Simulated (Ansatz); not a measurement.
Born–Oppenheimer molecular dynamics of ClGaH$_{2}$O (5 atoms, charge 0, multiplicity 1). It starts at the highest image of a converged band, a first-order saddle point between two minima.

The calculation used RKS revPBE-D4/def2-SVP (Ansatz).

```yaml
ensemble: NVE (velocity Verlet)
time_step: 0.5 fs
steps_asked: 200
starting_velocities_drawn_for: 300 K
seed: 3080
```

First frame:

```xyz
5
Properties=species:S:1:pos:R:3
Ga 0.307 0.103 -0.659
Cl 0.994 -0.344 1.750
H 1.694 0.222 0.187
O -1.444 -0.259 -0.892
H -1.843 -0.568 -0.052
```

Q: How far do the bonds stretch over the last three quarters of this one trajectory? (Pairs bonded in most of those frames.)

A: 
```
   bond  mean (Å)  spread (Å)  shortest  longest
Ga1–Cl2     2.234       0.194      1.96     2.54
 Ga1–H3     1.632       0.067      1.50     1.75
 Ga1–O4     1.825       0.048      1.74     1.90
  O4–H5     0.984       0.008      0.96     1.00
```

Mean temperature of the second half: 2947 K. The conserved energy stayed within 0.19 meV per atom of its start (net change -0.009 meV per atom), so the integration is sound. The kinetic energy rose, since the run started high on the potential surface and went downhill. A run of 0.1 ps of so small a system gives no equilibrium averages. The orbitals stay closed-shell, which can raise the energy where a bond breaks towards radicals; this wasn't checked here.

Time of the run: 5.6 min on 1 thread of Arm Neoverse V1, with other jobs on the host, peak memory 0.12 GiB.
